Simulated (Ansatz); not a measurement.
Ideal-gas functions of H$_{3}$OSn, SMILES `[OH][SnH2]` radical at 298.15 K and 1 bar, from an Ansatz frequency run at PBE0-D4/def2-TZVP.

Molar mass 137.73 g/mol, point group C1 (symmetry number 1), electronic degeneracy 2, moments of inertia 6.309, 62.097, 65.385 u Å². Harmonic wavenumbers (cm⁻¹, unscaled): 248, 492, 562, 608, 678, 836, 1797, 1870, 3891.

Use S(trans) = R[1.5 ln M + 2.5 ln T − 1.1517]; rotational temperatures θ = 24.2544 K / I; S(rot) = R[ln(√π/σ · √(T³/θAθBθC)) + 1.5]; for each mode x = 1.438777 ν̃/T, S = R[x/(eˣ − 1) − ln(1 − e⁻ˣ)] and H = RT x/(eˣ − 1); 1 cm⁻¹ = 0.0119627 kJ/mol; R = 8.31446 J/(mol·K).

Problem. By hand: the entropy, in J/(mol·K).

Solution. Translation 170.3. Rotation: θ = 3.8444, 0.3906, 0.3709 K, giving 90.7. Vibration, mode by mode: 7.30, 2.84, 2.18, 1.82, 1.39, 0.75, 0.01, 0.01, 0.00, in all 16.3. Electronic 5.8. Sum 283.1 J/(mol·K).

Problem. By hand: H − E and G − E in kJ/mol, counted from the electronic energy.

Solution. Zero-point energy ½ × 10982 × 0.0119627 = 65.7; thermal vibration 3.3; translation, rotation and pV give 4 RT = 9.9. H − E = 78.9 kJ/mol, and G − E = 78.9 − 298.15 × 283.1/1000 = -5.5 kJ/mol.

Vibration gives 6 % of the entropy. The sum counts one conformer and one mirror image; others add a mixing term.
